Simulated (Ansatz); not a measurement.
Dimer: GeH4 (SMILES [GeH4]) (first 5 atoms) with CH3I (SMILES CI); geometry from B3LYP-D3(BJ)/def2-TZVP.
(charge 0, multiplicity 1):
```xyz
10

Ge     0.17374     0.26340     0.11221
H     -1.03606    -0.49600     0.67643
H     -0.02818     0.48166    -1.39677
H      1.45347    -0.54655     0.34937
H      0.28387     1.62857     0.80713
C     -1.43859     1.13128     3.67719
I      0.28212    -0.06187     4.18909
H     -2.05660     0.53672     3.01464
H     -1.95512     1.36837     4.59992
H     -1.07513     2.02426     3.18242
```

Basis-set superposition error: the interaction energy with monomers in their own basis, and in the dimer's basis (counterpoise).

Codes used: Ansatz (Gaussian basis) for Hartree–Fock, density functionals and correlated methods.  In def2 rows elements past Kr take small-core potentials, without spin–orbit coupling.

```csv
level,uncorrected (meV),counterpoise (meV),difference
PBE/def2-TZVPPD,-19.5,-15.7,3.8
BLYP/def2-TZVPPD,54.7,58.9,4.2
B97M-V/def2-TZVPPD,-80.8,-75.7,5.0
B3LYP/def2-TZVPPD,27.4,31.5,4.1
PBE0/def2-TZVPPD,-19.6,-15.7,3.9
BHLYP/def2-TZVPPD,6.0,10.3,4.2
CAM-B3LYP/def2-TZVPPD,-3.7,0.6,4.3
wB97X-V/def2-TZVPPD,-79.8,-75.8,4.1
wB97M-V/def2-TZVPPD,-84.0,-78.8,5.2
MP2/def2-SVPD,-106.8,-53.3,53.5
```

The error is largest for MP2/def2-SVPD (53.5 meV) and smallest for PBE/def2-TZVPPD (3.8 meV).

Ansatz is an electronic-structure program.
